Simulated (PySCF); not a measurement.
Vertical excitations of a molecule C3H9NSi from TDDFT-PBE/def2-SVPD (PySCF), as energy in eV (oscillator strength): 5.56 (0.029), 6.13 (0.001), 6.59 (0.012), 6.62 (0.018), 6.68 (0.024), 6.94 (0.013), 7.03 (0.029), 7.13 (0.005), 7.29 (0.007), 7.31 (0.008). Lowest triplet (TDA): 5.28 eV. Geometry: B3LYP-D3(BJ)/def2-SVP. The values are those of a single conformer.

Problem. Identify the compound among the candidates.
(A) N[SiH]1CCC1
(B) C=C[SiH2]CN
(C) N[SiH2]C1CC1
(D) NC1([SiH3])CC1

Solution. C, N[SiH2]C1CC1
